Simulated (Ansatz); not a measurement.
**One elementary step**

Start structure (GeSiH6I, doublet), relaxed at PBE0-D4/def2-TZVP:

```xyz
9
angstrom
I -2.5004 0.0212 -0.0372
Si -0.7397 1.1694 -1.2817
Ge 0.9953 -1.0740 1.2834
H 0.1577 0.1534 -1.8774
H -1.3931 1.9692 -2.3452
H 0.0006 2.0511 -0.3513
H 2.5202 -0.8965 1.4222
H 0.3035 -1.0211 2.6555
H 0.6558 -2.3727 0.5317
```

The step: SiH₃I ([SiH3][I]) + GeH₃ → GeSiH₆ ([SiH3][GeH3]) + I; bonds formed: Si2–Ge3; bonds broken: I1–Si2. Ansatz 0.2.0; basis: def2-TZVPP and def2-QZVPP; cores frozen in the correlated methods; orbitals are unrestricted. Filled d shells of the heavier atoms are correlated. Core potentials replace the inner electrons of the atoms past krypton. The def2 sets are not built for correlating such inner shells, so the correlated values are less sure here. Extrapolation: Hartree–Fock as exp(−7.88 √X), correlation as X^−2.97. Energies below are by CCSD(T) at an estimated basis limit (MP2 extrapolated from triple and quadruple zeta, plus CCSD(T) − MP2 in triple zeta).

Q: What are the electronic barrier and the energy of the step, from the start structure to the end structure? (An estimate is asked for; the value comes from the calculation.)

A: The calculation gives: Barrier 0.607 eV; step energy 0.282 eV (uphill); reverse barrier, their difference, 0.325 eV. Barrier and step energy count from the start structure, the reverse barrier from the end structure.

The saddle point: One imaginary mode of 172i cm⁻¹.
```csv
pair,start (Å),saddle (Å),end (Å)
Si2–Ge3,3.82,2.59,2.38
I1–Si2,2.44,2.72,4.86
```

Zero-point energy (harmonic, PBE0-D4): ZPE is 1.261 eV at the start and 1.286 eV at the saddle, so the barrier goes from 0.607 to 0.632 eV.

No T1 diagnostic of these runs exceeds 0.013. ⟨S²⟩ of the unrestricted Hartree–Fock references: 0.75 to 0.79 (a pure state has 0.75).

Labels in which every atom is bracketed show which atoms are joined, not bond orders.

For scale, one of the runs: CCSD(T)/def2-TZVPP, 224 basis functions, launched by `ansatz run in.yaml --threads 4 --pin off --events-out ev --progress --plain --max-ram 41984MiB --backend cuda --devices 0, --max-vram 37GiB`. The run took 8 s on 4 CPU threads of an AMD EPYC 7R13 and a share of one NVIDIA H100 (shared host), with 0.84 GiB of host memory at its peak.
